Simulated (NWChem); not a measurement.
System: CH$_{6}$OSi$_{2}$; SMILES O=C([SiH3])[SiH3]

The following NWChem deck was run.

```
start job
memory heap 200 mb stack 900 mb global 1100 mb
geometry units angstroms noautosym nocenter noautoz
  O     -0.006301     0.410621    -1.663997
  C      0.018086     0.150827    -0.467919
  Si    -1.707822     0.041874     0.444373
  Si     1.717516    -0.133011     0.441893
  H     -1.547650    -0.279199     1.889851
  H     -2.387958     1.353681     0.293517
  H     -2.509606    -1.017513    -0.219715
  H      1.831393     0.856759     1.548652
  H      2.843705     0.017835    -0.511608
  H      1.712369    -1.498807     1.035285
end
basis spherical
  * library 6-31g*
end
dft
  xc b3lyp
  iterations 150
end
cosmo
  do_cosmo_smd true
  solvent water
end
task dft energy
```

All runs use the structure optimised with B3LYP/6-31G* (spherical d). B3LYP is NWChem's, with the RPA form of VWN correlation. Solvent: water.

Level: B3LYP/6-31G* with SMD (1 M gas to 1 M solution), gas-phase geometry. Reactions with the solvent are ignored.

Task: Give the results of this calculation. (B3LYP/6-31G* (spherical d), SMD on the gas-phase geometry.) Quantities: solvation free energy (kcal/mol); cavity-dispersion-structure term (kcal/mol); dipole in solution (D).

Result: 
```
Property                                     Value
-------------------------------------------  -----
solvation free energy (kcal/mol)               1.4
cavity-dispersion-structure term (kcal/mol)    4.8
dipole in solution (D)                        2.63
```
